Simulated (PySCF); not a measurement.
Computed IR spectrum (relative IR intensity) of a molecule C₄H₈BN. Coordinates come from a PBE-D3(BJ)/def2-SVP optimisation. Other conformers were not sampled. Method: PBE-D3(BJ)/def2-SVP run with PySCF. No scaling factor is applied to the harmonic values.

| ν (cm⁻¹) | relative intensity |
|---|---|
| 250 | 5.1 |
| 482 | 54 |
| 499 | 24 |
| 810 | 8.5 |
| 956 | 5.9 |
| 1046 | 17 |
| 1054 | 2.2 |
| 1107 | 7.0 |
| 1175 | 3.3 |
| 1252 | 3.6 |
| 1374 | 4.6 |
| 1399 | 5.2 |
| 1425 | 43 |
| 1554 | 100 |
| 1628 | 7.8 |
| 2950 | 18 |
| 2959 | 24 |
| 3004 | 12 |
| 3011 | 25 |
| 3022 | 6.2 |
| 3042 | 8.3 |
| 3509 | 12 |
| 3610 | 12 |

Which molecule gave these data?
A. CC1=CB(N)C1
B. CC1=CCB1N
C. NB1CC=CC1
D. C=C1CNB1C

B, CC1=CCB1N
